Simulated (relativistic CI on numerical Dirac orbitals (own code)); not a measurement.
## How well does a small relativistic CI reproduce P I?

Calculated at this level of theory: Dirac-Coulomb-Breit CI, orbitals from a KLI potential per configuration, model QED (radiative potential, 1s self-energy scaled to tabulated hydrogen-like ionisation energies), valence Slater integrals scaled by 0.85, P86 correlation energy added to each configuration (own radial code, finite nucleus).

Configuration list (outside the closed core [Ne]): 3s2 3p3, 3s2 3p2 4s, 3s 3p4, 3s2 3p2 4p, 3s2 3p2 3d, 3s2 3p 3d2, 3p5, 3s2 3p2 5s, 3s2 3p2 5p, 3s2 3p2 4d, 3s2 3p2 4f, 3s2 3p2 6s, 3s2 3p2 6p, 3s2 3p2 5d, 3s2 3p 4s2, 3s2 3p2 5f, 3s2 3p2 5g, 3s2 3p2 6d, 3s 3p3 3d, 3s2 3p 4s 4p, 3s2 3p 3d 4s. Levels of other configurations are missing.

```csv
Configuration,Term (tabulated),J,Measured (cm⁻¹),Computed,Error,Purity (%)
3s2 3p3,4S°,3/2,0.0,0,0,99
3s2 3p3,2D°,3/2,11361.0,12615,1254,98
3s2 3p3,2D°,5/2,11376.6,12635,1259,99
3s2 3p3,2P°,1/2,18722.7,17542,-1181,97
3s2 3p3,2P°,3/2,18748.0,17563,-1185,96
3s2 3p2 4s,4P,1/2,55939.4,58729,2790,99
3s2 3p2 4s,4P,3/2,56090.6,58883,2793,98
3s2 3p2 4s,4P,5/2,56339.7,59139,2800,98
3s2 3p2 4s,2P,1/2,57876.6,60741,2865,98
3s2 3p2 4s,2P,3/2,58174.4,61049,2875,98
3s 3p4,4P,5/2,59534.5,63496,3961,65
3s 3p4,4P,3/2,59715.9,63670,3954,65
3s 3p4,4P,1/2,59820.4,63772,3951,65
3s2 3p2 4s,2D,3/2,65156.2,68972,3816,99
3s2 3p2 4s,2D,5/2,65157.1,68972,3814,99
3s2 3p2 4p,4D°,1/2,65373.6,67741,2368,99
3s2 3p2 4p,4D°,3/2,65450.1,67817,2367,98
3s2 3p2 4p,4D°,5/2,65585.1,67954,2368,97
3s2 3p2 4p,4D°,7/2,65788.5,68165,2377,99
3s2 3p2 4p,4P°,1/2,66343.4,68597,2253,99
3s2 3p2 4p,4P°,3/2,66360.3,68622,2261,88
3s2 3p2 4p,4P°,5/2,66544.2,68803,2259,95
3s2 3p2 4p,2D°,3/2,66813.3,68993,2180,97
3s2 3p2 4p,2D°,5/2,67113.9,69291,2177,96
```

Measured levels from NIST Handbook of Basic Atomic Spectroscopic Data (Sansonetti and Martin, J. Phys. Chem. Ref. Data 34, 1559 (2005)); pairs were made by configuration, J and term (by order where the table uses no LS term), so strongly mixed levels may be paired wrongly.

Mean error by configuration (cm⁻¹): 3s2 3p3 37; 3s2 3p2 4s 3107; 3s 3p4 3956; 3s2 3p2 4p 2290. Over the excited levels the mean absolute error is 2570 cm⁻¹ (23 of the 25 excited levels that our extract of the source holds in range could be paired, and the others can miss by more), and the median relative error of those above 1,000 cm⁻¹ is 5 %.

Transition probabilities of persistent lines. The last column rescales the computed rate by the cube of measured over computed energy:

```csv
λ measured (Å),Lower,Upper,A tabulated (s⁻¹),A computed,A rescaled
1674.59 vacuum,3s2 3p3 4S°_3/2,3s 3p4 4P_3/2,7.73e+07,1.99e+07,1.64e+07
1679.69 vacuum,3s2 3p3 4S°_3/2,3s 3p4 4P_5/2,8.45e+07,2.10e+07,1.73e+07
1774.95 vacuum,3s2 3p3 4S°_3/2,3s2 3p2 4s 4P_5/2,2.38e+08,2.09e+08,1.80e+08
1782.84 vacuum,3s2 3p3 4S°_3/2,3s2 3p2 4s 4P_3/2,2.38e+08,2.08e+08,1.80e+08
1787.66 vacuum,3s2 3p3 4S°_3/2,3s2 3p2 4s 4P_1/2,2.52e+08,2.08e+08,1.80e+08
2135.47 air,3s2 3p3 2D°_3/2,3s2 3p2 4s 2P_3/2,2.11e+07,2.23e+07,2.01e+07
2136.18 air,3s2 3p3 2D°_5/2,3s2 3p2 4s 2P_3/2,2.83e+08,3.00e+08,2.71e+08
2149.14 air,3s2 3p3 2D°_3/2,3s2 3p2 4s 2P_1/2,3.18e+08,3.43e+08,3.10e+08
2152.94 air,3s2 3p3 2P°_1/2,3s2 3p2 4s 2D_3/2,4.85e+07,5.00e+07,3.68e+07
2154.08 air,3s2 3p3 2P°_3/2,3s2 3p2 4s 2D_5/2,5.80e+07,5.93e+07,4.36e+07
2533.99 air,3s2 3p3 2P°_1/2,3s2 3p2 4s 2P_3/2,2.00e+07,2.70e+07,2.01e+07
2535.61 air,3s2 3p3 2P°_3/2,3s2 3p2 4s 2P_3/2,9.50e+07,1.31e+08,9.73e+07
2553.25 air,3s2 3p3 2P°_1/2,3s2 3p2 4s 2P_1/2,7.10e+07,9.87e+07,7.35e+07
9796.85 air,3s2 3p2 4s 4P_5/2,3s2 3p2 4p 4P°_5/2,2.10e+07,1.92e+07,2.27e+07
```
